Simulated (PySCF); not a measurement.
**Computed properties of CH7GeNSi2, SMILES [SiH2]1[GeH2][C]([SiH3])=N1**

CH7GeNSi2, SMILES [SiH3][C]1=N[SiH2][GeH2]1. Geometry: ωB97X-D3(BJ)/def2-SVP. This is a generated structure with no PubChem entry under its InChIKey; it may be hypothetical. Other conformers were not sampled. All values are computed for the isolated molecule unless a solvent is named; none is compared with measurement here.

**Structure.** The optimised structure has Cs symmetry. All 30 harmonic modes at ωB97X-D3(BJ)/def2-SVP (PySCF) are real, so it is a minimum. With heavy atoms numbered as in [SiH3:1][C:2]1=[N:3][SiH2:4][GeH2:5]1, the shortest bond between them is C2–N3 at 1.291 Å and the longest Si4–Ge5 at 2.373 Å.

**Vibrations.** The strongest infrared lines (harmonic, unscaled, degenerate partners summed) lie at 921 cm⁻¹ (264 km/mol, H 89 %), 820 cm⁻¹ (236 km/mol, H 64 %, Si 19 %, N 15 %), 962 cm⁻¹ (182 km/mol, H 90 %). The softest mode is at 45 cm⁻¹ and the zero-point energy is 43.2 kcal/mol.

**Electronic structure.** PBE0/def2-TZVP (PySCF) places the frontier levels at -6.44 and -1.47 eV, a gap of 4.97 eV, and gives a dipole moment of 1.45 D and a mean polarisability of 105.6 bohr³. PBE/def2-TZVP (PySCF) at the same geometry gives -5.26 and -2.54 eV, so its gap is 2.25 eV narrower. An orbital gap is neither the optical nor the fundamental gap.

**Excitations.** TDA-M06-2X/def2-SVPD (PySCF) has S1 at 2.94 eV (421 nm, f = 0.000, dark); the most intense of the 10 singlets computed lies at 6.74 eV (f = 0.28). T1 (TDA) is at 2.40 eV, 0.54 eV under S1. TDA-PBE/def2-SVPD (PySCF) puts S1 at 3.06 eV.

**NMR.** GIAO shifts at PBE0/pcSseg-1 (PySCF) (non-relativistic, atoms alike by connectivity averaged): ¹³C at 258.6 ppm against TMS; ¹H from 4.5 to 6.1 ppm against TMS; ²⁹Si from -71.8 to -2.5 ppm against TMS.
